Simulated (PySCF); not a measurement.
PySCF 2.14 output of an unrestricted BP86 calculation on a single atom or ion in x2c-SVPall (5s3p3d1f, 36 functions), with scalar relativity by spin-free X2C-1e:

```
SCF conv_tol = 1e-09
number electrons alpha = 14  beta = 12
    A. D. Becke.,  Phys. Rev. A 38, 3098 (1988)
    J. P. Perdew.,  Phys. Rev. B 33, 8822 (1986)
cycle= 1 E= -1519.55034960544  delta_E= 0.000784  |g|= 0.145  |ddm|= 0.123
cycle= 2 E= -1519.54648041756  delta_E= 0.00387  |g|= 0.183  |ddm|= 0.15
cycle= 3 E= -1519.55644858008  delta_E= -0.00997  |g|= 0.000453  |ddm|= 0.0849
cycle= 4 E= -1519.55644865538  delta_E= -7.53e-08  |g|= 4.26e-05  |ddm|= 0.000295
cycle= 5 E= -1519.5564486562  delta_E= -8.19e-10  |g|= 5.96e-06  |ddm|= 3.45e-05
converged SCF energy = -1519.5564486562  <S^2> = 2.0005503  2S+1 = 3.0003669
```

The run itself started from symmetry-adapted Hartree-Fock orbitals and held the occupation by maximum overlap, on a logarithmic radial grid, so the iterations belong to that start.

Question: Which element, charge and spin multiplicity is this?

Answer: Ni²⁺ (nickel, charge +2), multiplicity 3; the state was [Ar] 3d8, high-spin 3F determinant.
